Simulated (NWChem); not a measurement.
# C₂H₉NSi; SMILES C[SiH2]CN

```xyz
13

C      0.9775     1.6001     0.1121
Si    -0.6349     0.6592    -0.1332
C     -0.4538    -1.1493     0.4062
N      0.6695    -1.7739    -0.2752
H      1.2886     1.5917     1.1687
H      0.8703     2.6505    -0.1995
H      1.7845     1.1553    -0.4914
H     -1.7215     1.2961     0.6811
H     -1.0360     0.7175    -1.5731
H     -0.4337    -1.2074     1.5173
H     -1.3870    -1.6548     0.1013
H      1.5495    -1.3762     0.0462
H      0.7177    -2.7700    -0.0694
```
Atoms are numbered in this order, from 1.

Program: NWChem. Pople sets run with spherical d functions. Geometry: optimised at PBE0/def2-SVP. GIAO values for the isolated, static molecule; σ is the absolute isotropic shielding, δ = σ(reference) − σ with the isolated reference molecule computed at the same levels (13C: tetramethylsilane, 1H: tetramethylsilane, 15N: ammonia, 29Si: tetramethylsilane).

```json
[
 {"level": "BHandHLYP/pcSseg-1", "δ C1 (ppm)": "-9.2", "δ Si2 (ppm)": "-36.5", "δ N4 (ppm)": "19.9", "δ H5 (rotor mean) (ppm)": "0.19", "δ H8 (ppm)": "3.82", "δ H9 (ppm)": "3.98", "δ H13 (ppm)": "0.51"},
 {"level": "Hartree-Fock/6-31G*", "δ C1 (ppm)": "-6.7", "δ Si2 (ppm)": "-23.0", "δ N4 (ppm)": "5.1", "δ H5 (rotor mean) (ppm)": "0.14", "δ H8 (ppm)": "4.10", "δ H9 (ppm)": "4.33", "δ H13 (ppm)": "0.31"},
 {"level": "KT2/pcSseg-1", "δ C1 (ppm)": "[?]", "δ Si2 (ppm)": "[?]", "δ N4 (ppm)": "[?]", "δ H5 (rotor mean) (ppm)": "0.17", "δ H8 (ppm)": "4.09", "δ H9 (ppm)": "[?]", "δ H13 (ppm)": "[?]"}
]
```

Some entries are withheld; supply them.


- KT2/pcSseg-1, δ C1 (ppm): -10.4
- KT2/pcSseg-1, δ Si2 (ppm): -41.4
- KT2/pcSseg-1, δ N4 (ppm): 26.5
- KT2/pcSseg-1, δ H9 (ppm): 4.14
- KT2/pcSseg-1, δ H13 (ppm): 0.45
